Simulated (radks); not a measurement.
Values are calculated unless marked as measured or tabulated.
Problem. Species: the europium ion Eu29+. Configuration: [Ar] 3d10 4s2 4p3 6s1 (not the ground configuration). Code: a radial shooting solver on a logarithmic mesh with Libxc functionals. Model: Dirac Kohn-Sham, BLYP, spin-unpolarised, spherical densities, point nucleus; open shells are shared between the two j in proportion to 2j + 1. Some entries of the table are withheld. Estimate them.

orbital  occ.  eigenvalue (eV)  r(max) (bohr)  <1/r> (bohr^-1)
1s1/2       2        -49408.44        0.01420            70.25
2s1/2       2        -9000.405        0.08066            16.75
2p1/2       2        -8597.401        0.06102            16.72
2p3/2       4        -7947.495        0.06674            14.84
3s1/2       2              (1)         0.2276            6.173
3p1/2       2        -2590.720         0.2145            6.091
3p3/2       4        -2454.288         0.2264            5.617
3d3/2       4        -2160.423         0.1795              (2)
3d5/2       6        -2130.322         0.1828              (3)
4s1/2       2        -1236.433         0.4959            2.900
4p1/2       1              (4)         0.4945            2.833
4p3/2       2              (5)         0.5140            2.681
6s1/2       1        -450.2381          1.432            1.084

Solution. 
(1) 3s1/2 eigenvalue (eV): -2763.031
(2) 3d3/2 <1/r> (bohr^-1): 5.496
(3) 3d5/2 <1/r> (bohr^-1): 5.378
(4) 4p1/2 eigenvalue (eV): -1165.762
(5) 4p3/2 eigenvalue (eV): -1124.755
